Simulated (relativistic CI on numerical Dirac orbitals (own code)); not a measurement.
Calculated at this level of theory: Dirac-Coulomb-Breit CI, separate exchange-only KLI orbitals for each configuration, a model potential for QED, unscaled Slater integrals (own radial code, finite nucleus).

Configuration list (outside the closed core 1s2): 2s²2p⁵, 2s2p⁶, 2p⁶3s, 2p⁶3p, 2p⁶3d, 2s²2p⁴3s, 2s²2p⁴3p, 2s²2p⁴3d, 2s2p⁵3s, 2s2p⁵3p, 2s2p⁵3d, 2s²2p⁴4s, 2s²2p⁴4p, 2s²2p⁴4d, 2s²2p⁴4f, 2s2p⁵4s, 2s2p⁵4p, 2s²2p³3s², 2s2p⁵4d, 2s2p⁵4f, 2s²2p³3s3p, 2s²2p⁴5s, 2s²2p⁴5p, 2s²2p⁴5d, 2s²2p⁴5f, 2s²2p⁴5g, 2s²2p³3s3d, 2s²2p³3p², 2s²2p³3p3d, 2s2p⁴3s², 2s²2p³3d², 2s2p⁴3s3p, 2s2p⁴3s3d, 2s2p⁴3p², 2s2p⁵5s, 2s2p⁵5p. Levels of other configurations are missing.

At this charge energies of transitions that change n are usually good to better than 1 %, and those within a shell (Δn = 0) to a few per cent.

Outline of the computed level scheme of Ba XLVIII. Lowest level of each configuration: 2s²2p⁵ ²P°3/2 at 0.00 eV; 2s2p⁶ ²S1/2 at 715.70 eV; 2s²2p⁴3s ⁴P5/2 at 4677.42 eV; 2s²2p⁴3p ⁴P°3/2 at 4767.86 eV; 2s²2p⁴3d ⁴D3/2 at 4980.13 eV; 2s2p⁵3s ⁴P°5/2 at 5350.94 eV.

Some strong electric-dipole decays among the lowest 45 levels: 2s²2p⁴3d ²P3/2 → 2s²2p⁵ ²P°3/2 (5.1e+14 s⁻¹); 2s²2p⁴3d ²D5/2 → 2s²2p⁵ ²P°3/2 (4.5e+14 s⁻¹); 2s²2p⁴3d ²D5/2 → 2s²2p⁵ ²P°3/2 (3.5e+14 s⁻¹); 2s²2p⁴3d ²P1/2 → 2s²2p⁵ ²P°3/2 (2.6e+14 s⁻¹); 2s²2p⁴3d ⁴F5/2 → 2s²2p⁵ ²P°3/2 (1.6e+14 s⁻¹); 2s²2p⁴3d ²D3/2 → 2s²2p⁵ ²P°3/2 (6.6e+13 s⁻¹); 2s²2p⁴3s ²P3/2 → 2s²2p⁵ ²P°3/2 (6.4e+13 s⁻¹); 2s²2p⁴3d ⁴P1/2 → 2s²2p⁵ ²P°3/2 (6.1e+13 s⁻¹).

LS names give the leading component of a level, which can be under half, so a name can repeat, a term be missing and a line seem to break the LS rules.
